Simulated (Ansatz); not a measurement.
A geometry relaxed with PBE-D3(BJ)/def2-TZVP (Ansatz, a program for electronic structure), charge 0, multiplicity 1:

```xyz
13

Si    -0.1309     2.4726     0.1908
H     -2.3173    -1.6109    -1.6009
H      2.2098    -2.3332     0.8675
H      1.0498     3.1706    -0.4149
H      2.4532    -1.6086    -1.4198
Si    -2.0543    -1.3296    -0.1475
Si     2.1881    -1.1248    -0.0214
Al     0.0035     0.0175     0.0256
H     -0.1579     2.8419     1.6483
H      3.3402    -0.2484     0.3690
H     -1.3716     3.0429    -0.4282
H     -3.2685    -0.6328     0.3903
H     -1.9440    -2.6574     0.5412
```

Write the SMILES of this molecule.

`[SiH3][Al]([SiH3])[SiH3]`
